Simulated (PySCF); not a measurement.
Problem. What does the PBE0-D3(BJ)/def2-SVP structure of `NBC[SiH2]Cl` look like in three dimensions?

Solution. 
```xyz
12
CH7BClNSi angstrom
N     -1.991    0.067    0.013
B     -0.877   -0.054   -0.815
C      0.430   -0.796   -0.335
Si     1.516    0.341    0.669
Cl     1.864    2.101   -0.380
H     -2.826    0.565   -0.265
H     -2.042   -0.316    0.949
H     -0.938    0.457   -1.911
H      1.021   -1.168   -1.187
H      0.205   -1.651    0.329
H      2.847   -0.260    0.972
H      0.847    0.712    1.950
```

Any rigid rotation of these coordinates is as good. Atoms count from 1 in this order. Si4 (chlorine-bound silicon) is tetrahedral (angles from 107.1° to 112.6°). N1 (boron-bound nitrogen) is planar (angles 123.8°, 122.6° and 113.6°, sum 360.0°, 0.01 Å off the plane of its three neighbours). B2 (three-coordinate boron) is planar (angles 121.5°, 121.0° and 117.5°, sum 360.0°, 0.01 Å off the plane of its three neighbours).

Bonds between heavy atoms (Å): N1–B2 1.394, B2–C3 1.578, C3–Si4 1.865, Si4–Cl5 2.078.

The calculation used PBE0-D3(BJ)/def2-SVP geometry optimisation, gas phase (PySCF 2.14.0).

Point group: C1 (no symmetry element, even within 0.4 Å). No frequency check. The numbers are those of one conformer (N1–B2–C3–Si4 -83°, B2–C3–Si4–Cl5 -52°).

The run took 47 s wall on one thread, Arm Neoverse V2 (aarch64), shared host with 96 logical CPUs at a one-minute load of 23, and the process peaked at 0.47 GiB of memory. This is the geometry optimisation.
